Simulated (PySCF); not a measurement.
## N (nitrogen, neutral): PBE0 calculation

Configuration: [He] 2s1 2p4, high-spin 4P determinant (an excited configuration). Calculation: PySCF 2.14, in dyall-acv3z (15s9p4d2f, 76 functions); scalar relativity by spin-free X2C-1e.

- Total energy: -54.1854 hartree
- One-electron energy: -73.3856 hartree
- Hartree (Coulomb) energy: 25.9188 hartree
- Exchange-correlation energy: -6.7185 hartree
- ⟨S²⟩: 3.7647
- ⟨L²⟩: 2.010
- Sum of ⟨r⟩: 7.569 bohr
- Sum of ⟨r²⟩: 13.32 bohr²
- Traceless quadrupole moment −½Σ⟨3z² − r²⟩ along its main axis: -1.44 e·bohr²
- Langevin diamagnetic susceptibility: -10.5 ×10⁻⁶ cm³/mol

```json
{"shell": "1s α", "electrons": "1", "mean orbital energy (hartree)": "-14.55895", "spread (hartree)": "0", "rms radius, mean of both spins (bohr)": "0.267"}
{"shell": "1s β", "electrons": "1", "mean orbital energy (hartree)": "-14.47451", "spread (hartree)": "0", "rms radius, mean of both spins (bohr)": "0.267"}
{"shell": "2s α", "electrons": "1", "mean orbital energy (hartree)": "-0.87700", "spread (hartree)": "0", "rms radius, mean of both spins (bohr)": "1.41"}
{"shell": "2p α", "electrons": "3", "mean orbital energy (hartree)": "-0.40418", "spread (hartree)": "0.06405", "rms radius, mean of both spins (bohr)": "1.67"}
{"shell": "2p β", "electrons": "1", "mean orbital energy (hartree)": "-0.23504", "spread (hartree)": "0", "rms radius, mean of both spins (bohr)": "1.67"}
```
